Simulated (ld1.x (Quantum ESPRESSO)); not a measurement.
**Varying the TM potential for Mo**

Base potential:

```json
{"Element": "Mo (Z = 42)", "Generator": "ld1.x (Quantum ESPRESSO) 7.5", "Type": "norm-conserving Troullier–Martins (Kleinman–Bylander form)", "Functional": "PBE", "Relativity": "scalar-relativistic", "Frozen core": "[Ar] 3d10", "Valence charge": "14", "Reference configuration": "4s2 4p6 4d4 5s0 5p0 (charge +2)", "Partial waves": "4s (bound): rc 1.85 bohr; 4p (bound): rc 2.00 bohr; 4d (bound): rc 2.45 bohr", "Local potential": "all-electron potential smoothed inside 1.75 bohr (lloc = -1)", "Core correction": "a·sin(br)/r model core, default radius (core density twice the valence density)"}
```

All-electron outer shells of the reference configuration (PBE, scalar-relativistic, ld1.x):

| shell | level (eV) | outermost node (bohr) | outermost maximum (bohr) |
| --- | --- | --- | --- |
| 3d | -239.60 | – | 0.32 |
| 4s | -82.75 | 0.51 | 0.99 |
| 4p | -56.75 | 0.52 | 1.06 |
| 4d | -20.83 | 0.53 | 1.35 |
| 5s | -17.70 | 1.32 | 2.62 |
| 5p | -12.69 | 1.49 | 3.12 |

Cutoffs, loose and tight: the cutoffs (Ry, on a coarse ladder) from which the occupation-weighted sum of valence levels, in a spherical-Bessel basis at the reference potential, stays within 10 and 1 mRy of its value at 400 Ry. They do not see the model core or the augmentation charge, which bear on the density cutoff. Test errors are all-electron minus pseudo excitation energies from the reference, over the configurations 4s2 4p6 4d5 5s1 5p0; 4s2 4p6 4d5 5s0 5p0; 4s2 4p6 4d3 5s0 5p0; 4s2 4p6 4d6 5s0 5p0; 4s2 4p5 4d5 5s1 5p0; 4s2 4p6 4d5.5 5s0.5 5p0; 4s1 4p6 4d5 5s1 5p0. A dash means not determined; rows that change the core or the reference have their own tests. The largest error is taken over the tests solved by every variant that gives reliable tests at all: 4s2 4p6 4d3 5s0 5p0; 4s2 4p6 4d5 5s0 5p0; 4s2 4p6 4d6 5s0 5p0.

A true bound ghost makes a file unfit for plane-wave use even where its test errors are small: the radial tests pick states by their node count and pass the ghost by. Where a test does run into it, the solver fails or the error is huge.

```csv
change,outcome,"cutoff, loose","cutoff, tight",bound ghosts,largest test error (meV)
base,generated,35 Ry,55 Ry,none,-7.0
"all radii but the core radius scaled by about 0.76 (s 1.40, p 1.52, d 1.86 bohr); local potential all-electron potential smoothed inside 1.32 bohr (lloc = -1)",generated,80 Ry,120 Ry,none,+3.1
"all radii but the core radius scaled by about 0.84 (s 1.56, p 1.68, d 2.06 bohr); local potential all-electron potential smoothed inside 1.48 bohr (lloc = -1)",generated,60 Ry,90 Ry,none,+4.0
"all radii but the core radius scaled by about 1.08 (s 2.00, p 2.16, d 2.66 bohr); local potential all-electron potential smoothed inside 1.90 bohr (lloc = -1)",generated,30 Ry,50 Ry,none,+27
"all radii but the core radius scaled by about 1.15 (s 2.14, p 2.30, d 2.82 bohr); local potential all-electron potential smoothed inside 2.02 bohr (lloc = -1)",generated,30 Ry,45 Ry,s,+32
"all radii but the core radius scaled by about 1.30 (s 2.40, p 2.58, d 3.18 bohr); local potential all-electron potential smoothed inside 2.26 bohr (lloc = -1)",generated,25 Ry,45 Ry,none,+84
```

**Question.** What comes out with this change to the base: all radii but the core radius scaled by about 1.37 (s 2.52, p 2.74, d 3.34 bohr); local potential all-electron potential smoothed inside 2.40 bohr (lloc = -1)?

**Answer.** outcome: generated; cutoff, loose: 25 Ry; cutoff, tight: 45 Ry; bound ghosts: none; largest test error (meV): +110.

Reading the sweep of the scale of all radii but the core radius (base = 1) (base included, trends over the rows without a ghost): The loose cutoff falls from 80 Ry at 0.76 to 25 Ry at 1.37. A larger radius leaves more room for a smooth pseudo-wave, so fewer plane waves are needed; a smaller one forces it to follow the all-electron wave where it bends sharply. The median size of the test errors (rows with all tests solved) is not monotonic: lowest 7.0 meV at 1, highest 539.8 meV at 1.3. Bound ghosts are found at 1.15.
